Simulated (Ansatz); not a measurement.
Ansatz results at the PBE0-D4/def2-TZVP geometry: HOMO–LUMO gap (PBE0/def2-TZVPP) 6.84 eV; HOMO energy (ωB97M-V/def2-TZVPP) -10.70 eV; LUMO energy (B3LYP/def2-TZVPP) -1.84 eV.

Each molecule was computed in one conformer, which needn't be the lowest.

Task: Which molecule gave them?
A. `C[S][Zn][CH](C)C`
B. `[SiH3][O][ZnH]`
C. `[SiH3][O][Zn][O][SiH3]`
D. `[F][Zn][Cl]`

Result: C. The others give `[SiH3][O][ZnH]`: 7.68, -10.53, -0.82; `C[S][Zn][CH](C)C`: 5.86, -8.66, -0.86; `[F][Zn][Cl]`: 7.64, -11.72, -2.16.

B3LYP here is the variant with VWN-RPA as its local correlation; programs differ in this.
